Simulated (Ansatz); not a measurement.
`[OH][GeH2][NH][SiH](O)Cl` + `O[SiH3]` → `[OH][GeH2][O][SiH3]` + `N[SiH](O)Cl`  (ligand exchange at a Ge–N bond)

Gas-phase electronic energies from Ansatz, PBE0-D4/def2-TZVP geometries. CBS: MP2 limit from def2 TZ/QZ plus the TZ coupled-cluster correction, frozen cores. DFT in def2-TZVPP. B3LYP here is the variant with VWN-RPA as its local correlation; programs differ in this. For Ge outer-core shells are correlated without core-valence functions, which leaves a few kJ/mol of doubt a bond. Scalar relativity is left out up to krypton. One conformer a species, not always the lowest.

(1) Is it downhill or uphill in electronic energy at CCSD(T)/CBS, and by how much? (Best estimate.)

(2) What do these levels give: r2SCAN-D4, PBE0-D4, ωB97X-V, B2PLYP, PBE0, B3LYP, HF/def2-TZVPP, SCS-MP2/def2-TZVPP, CCSD/def2-TZVPP, CCSD(T)/def2-TZVPP, MP2/def2-QZVPP, HF/CBS(def2)? (Estimate.)

Largest T1 diagnostic among the species: 0.012.

Results:

(1) The calculation gave: Downhill: ΔE = -5.0 kcal/mol.

(2) Ansatz gave: r2SCAN-D4 -5.6, PBE0-D4 -4.6, ωB97X-V -5.8, B2PLYP -6.5, PBE0 -5.5, B3LYP -7.1, HF/def2-TZVPP -9.8, SCS-MP2/def2-TZVPP -6.1, CCSD/def2-TZVPP -5.8, CCSD(T)/def2-TZVPP -5.1, MP2/def2-QZVPP -5.0, HF/CBS(def2) -10.2 kcal/mol.

In def2-TZVPP, CCSD(T) changes the Hartree–Fock value by +4.7 kcal/mol (the triples alone add +0.7 kcal/mol) and MP2 by +4.8 kcal/mol. The D4 term adds +1.6 kcal/mol with B3LYP and +0.9 kcal/mol with PBE0; it sums over pairs of atoms, weighted by their polarisabilities, and B3LYP, whose exchange is more repulsive, gets the larger term.
